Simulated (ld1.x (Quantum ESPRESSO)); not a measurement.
## LDA (PZ) TM dataset for tin (Sn), scalar-relativistic all-electron reference.

```json
{
  "Element": "tin (Sn)",
  "Generator": "ld1.x (Quantum ESPRESSO) 7.5",
  "Type": "norm-conserving Troullier–Martins (Kleinman–Bylander form)",
  "Functional": "LDA (PZ)",
  "Relativity": "scalar-relativistic",
  "Frozen core": "[Kr]",
  "Valence charge": "14",
  "Reference configuration": "4d10 5s2 5p1.75 (charge +0.25)",
  "Partial waves": "5s (bound): rc 2.05 bohr; 5p (bound): rc 2.40 bohr; 4d (bound): rc 0.95 bohr",
  "Local potential": "all-electron potential smoothed inside 1.90 bohr (lloc = -1)",
  "Core correction": "Bessel-smoothed model core inside 0.45 bohr"
}
```

Problem. Estimate the cutoffs (Ry, on a coarse ladder) from which the occupation-weighted sum of valence levels, in a spherical-Bessel basis at the reference potential, stays within 10 and 1 mRy of its value at 400 Ry.

Solution. 120 Ry and 180 Ry.

Problem. What does a ghost test show?

Solution. Ghost state, extra bound levels that the all-electron valence spectrum of the same l lacks: s at -10.2 eV. A true bound ghost makes a file unfit for plane-wave use.

Problem. Which valence shell sets the plane-wave cutoff?

Solution. 4d: its level needs 120 Ry to come within 1 mRy, against 30 Ry for 5s.

Its largest configuration-test error is -67 meV (4d10 5s0 5p0). 1 of 9 tests not solved or not reliable. Not counted: 4d9 5s2 5p3 (solver errors, printed error -17.3 eV).
